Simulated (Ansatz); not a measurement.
Relaxation of CH7FO2Si2 (13 atoms, charge 0, multiplicity 1), to a largest force component of 0.02 eV/Å in at most 40 steps.

Theory: RKS r2SCAN-D4/STO-3G in Ansatz.

```xyz
13
Properties=species:S:1:pos:R:3
Si 0.000 0.000 0.000
F 0.000 0.000 1.590
O 1.584 0.000 -0.559
Si 2.491 -1.376 -0.887
H 1.660 -2.352 -1.586
H 3.632 -1.020 -1.725
H 2.969 -1.954 0.366
O -0.791 1.371 -0.559
C -2.151 1.418 -0.965
H -2.769 0.822 -0.261
H -2.502 2.471 -0.964
H -2.247 0.998 -1.988
H -0.688 -1.191 -0.486
```

Task: Where does it end, and by what steps?

Result: The run converged. The force dipped under the threshold on the way, but the program's further checks kept it going. Limits of this set-up: minimal basis. After 16 steps the energy has fallen by 0.405 eV; H12 moved furthest, 0.83 Å.

```csv
step,energy less start (eV),largest force component (eV/Å),accepted
0,0.0000,2.118,yes
1,-0.2767,0.979,yes
2,-0.3382,0.413,yes
3,-0.3562,0.218,yes
4,-0.3707,0.171,yes
5,-0.3785,0.057,yes
6,-0.3782,0.326,no
7,-0.3842,0.066,yes
8,-0.3894,0.148,yes
9,-0.3908,0.338,yes
10,-0.4000,0.154,yes
11,-0.3958,0.231,no
12,-0.4032,0.031,yes
13,-0.4040,0.148,yes
14,-0.4046,0.041,yes
15,-0.4048,0.009,yes
16,-0.4049,0.011,yes
```

```xyz
13
Properties=species:S:1:pos:R:3
Si -0.055 -0.101 -0.458
F -0.172 -0.309 1.159
O 1.556 0.043 -0.911
Si 2.531 -1.343 -0.773
H 1.991 -2.463 -1.526
H 3.826 -0.985 -1.308
H 2.686 -1.771 0.607
O -0.677 1.434 -0.890
C -2.127 1.447 -0.730
H -2.458 1.316 0.325
H -2.488 2.437 -1.069
H -2.650 0.674 -1.338
H -0.776 -1.196 -1.113
```

Whether the end is a true minimum wasn't checked by a vibrational analysis.

The run took 110 s on 1 thread of Arm Neoverse V1, on a shared host, peak memory 0.18 GiB.
